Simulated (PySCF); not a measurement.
Mean harmonic wavenumber (cm⁻¹) of eight silicon and germanium compounds: PBE-D3(BJ) beside TPSSh-D3(BJ), computed with PySCF for isolated molecules in the bases named; differences from unrounded values. The eight are the first of their class met in an unordered collection, after screening for sound electronic states; none was chosen by its value. Each level has its own optimised geometry.

| molecule | basis | TPSSh-D3(BJ) | PBE-D3(BJ) | difference |
|---|---|---|---|---|
| C4H7FSi, SMILES [C@@H]1(F)CC=C1[SiH3] | def2-SVP | 1256 | 1215 | -41 |
| CH₈FNSi₂, SMILES C[SiH2][Si@@H](N)F | def2-SVP | 1226 | 1189 | -36 |
| CH5F3Si2, SMILES F[SiH2]C(F)(F)[SiH3] | def2-SVP | 919 | 883 | -37 |
| Se(Me)(OSiH3) (CH₆OSeSi), SMILES C[Se]O[SiH3] | def2-SVP | 1219 | 1176 | -43 |
| Si(Cl)2(vinyl)(OH) (C2H4Cl2OSi), SMILES C(=C)[Si](O)(Cl)Cl | def2-SVP | 1106 | 1077 | -29 |
| C2H8OSi2, SMILES O1[SiH2][Si@H](C1)C | def2-SVP | 1256 | 1214 | -41 |
| C₃H₆FNSi, SMILES C1=NC[C@H]([SiH2]1)F | def2-SVP | 1254 | 1214 | -41 |
| C₂H₅ClFNSi, SMILES N[Si@H](Cl)/C=C/F | def2-SVP | 1174 | 1142 | -32 |

PBE-D3(BJ) lies below TPSSh-D3(BJ) in 8 and above it in 0 of the eight; the mean signed difference is -38 and the largest -43 cm⁻¹.
